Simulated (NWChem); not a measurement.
System: SiH3Cl; SMILES Cl[SiH3]

NWChem input:

```
start job
memory heap 200 mb stack 900 mb global 1100 mb
geometry units angstroms noautosym nocenter noautoz
  Si     0.000000     0.000000    -0.959954
  Cl     0.000000     0.000000     1.107816
  H     -0.787225    -1.168593    -1.442037
  H      1.405643    -0.097461    -1.442037
  H     -0.618418     1.266053    -1.442037
end
basis spherical
  * library def2-svpd
end
dft
  xc xpbe96 cpbe96
  iterations 150
end
tddft
  cis
  nroots 6
  notriplet
end
task tddft energy
```

Parts of the log:

```
             Northwest Computational Chemistry Package (NWChem) 7.3.0
             --------------------------------------------------------

                             Geometry "geometry" -> ""
                             -------------------------

 Output coordinates in angstroms (scale by  1.889725989 to convert to a.u.)

  No.       Tag          Charge          X              Y              Z
 ---- ---------------- ---------- -------------- -------------- --------------
    1 Si                  14.0000     0.00000000     0.00000000    -0.95995400
    2 Cl                  17.0000     0.00000000     0.00000000     1.10781600
    3 H                    1.0000    -0.78722500    -1.16859300    -1.44203700
    4 H                    1.0000     1.40564300    -0.09746100    -1.44203700
    5 H                    1.0000    -0.61841800     1.26605300    -1.44203700

 Effective nuclear repulsion energy (a.u.)      85.7469330851

  pbe96 is a nonlocal functional; adding pw91lda local functional.

                                 NWChem DFT Module
                                 -----------------

 Summary of "ao basis" -> "ao basis" (spherical)
 ------------------------------------------------------------------------------
       Tag                 Description            Shells   Functions and Types
 ---------------- ------------------------------  ------  ---------------------
 Si                        def2-svpd                10       24   5s3p2d
 Cl                        def2-svpd                11       27   5s4p2d
 H                         def2-svpd                 4        8   2s2p

            General Information
            -------------------
          SCF calculation type: DFT
          Wavefunction type:  closed shell.
          No. of atoms     :     5
          No. of electrons :    34
           Alpha electrons :    17
            Beta electrons :    17
          Charge           :     0
          Spin multiplicity:     1
          Use of symmetry is: off; symmetry adaption is: off
          Maximum number of iterations: 150
          AO basis - number of functions:    75
                     number of shells:    33
          Convergence on energy requested:  1.00D-06
          Convergence on density requested:  1.00D-05
          Convergence on gradient requested:  5.00D-04

              XC Information
              --------------
          PerdewBurkeErnzerhof Exchange Functional  1.000
            Perdew 1991 LDA Correlation Functional  1.000 local
           PerdewBurkeErnz. Correlation Functional  1.000 non-local

[...]

                                NWChem TDDFT Module
                                -------------------

            General Information
            -------------------
           No. of orbitals :     150
            Alpha orbitals :      75
             Beta orbitals :      75
        Alpha frozen cores :       0
         Beta frozen cores :       0
     Alpha frozen virtuals :       0
      Beta frozen virtuals :       0
         Spin multiplicity :       1
    Number of AO functions :      75
        Use of symmetry is : off
      Symmetry adaption is : off
         Schwarz screening :  0.10D-07

              XC Information
              --------------
   PerdewBurkeErnzerhof Exchange Functional   1.00
     Perdew 1991 LDA Correlation Functional   1.00 local
    PerdewBurkeErnz. Correlation Functional   1.00 non-local

             TDDFT Information
             -----------------
          Calculation type : Tamm-Dancoff TDDFT
         Wavefunction type : Restricted singlets
          No. of electrons :      34
           Alpha electrons :      17
            Beta electrons :      17
              No. of roots :       6
          Max subspacesize :    5200
            Max iterations :     100
               Target root :       1
           Target symmetry : none
      Symmetry restriction : off
                 Algorithm : Optimal
        Davidson threshold :  0.10D-03

    6 smallest eigenvalue differences (eV)
--------------------------------------------------------
  No. Spin  Occ  Vir  Irrep   E(Occ)    E(Vir)   E(Diff)
--------------------------------------------------------
    1    1   17   18 a        -0.284    -0.044     6.538
    2    1   16   18 a        -0.284    -0.044     6.538
    3    1   17   19 a        -0.284    -0.009     7.487
    4    1   16   19 a        -0.284    -0.009     7.487
    5    1   17   20 a        -0.284     0.007     7.914
    6    1   16   20 a        -0.284     0.007     7.914
--------------------------------------------------------

  Entering Davidson iterations
  Restricted singlet excited states

  Iter   NTrls   NConv    DeltaV     DeltaE      Time
  ----  ------  ------  ---------  ---------  ---------
    1      6       0     0.82E-01   0.10+100        2.9
    2     12       0     0.42E-01   0.12E-01        2.8
    3     18       0     0.18E-01   0.43E-02        2.7
    4     24       1     0.18E-02   0.53E-03        2.9
    5     29       6     0.76E-04   0.48E-05        2.4
  ----  ------  ------  ---------  ---------  ---------
  Convergence criterion met

  Ground state a        -750.951404167362 a.u.

  ----------------------------------------------------------------------------
  Root   1 singlet a              0.245442200 a.u.                6.6788 eV
  ----------------------------------------------------------------------------
     Transition Moments    X -0.03406   Y  0.26199   Z -0.00003
     Dipole Oscillator Strength                    0.0114207922
     Electric Quadrupole                           0.0000000005
     Magnetic Dipole                               0.0000018006
     Total Oscillator Strength                     0.0114225933

[...]
```

Level: PBE/def2-SVPD, TDA. Coordinates come from a PBE0/def2-SVP optimisation.
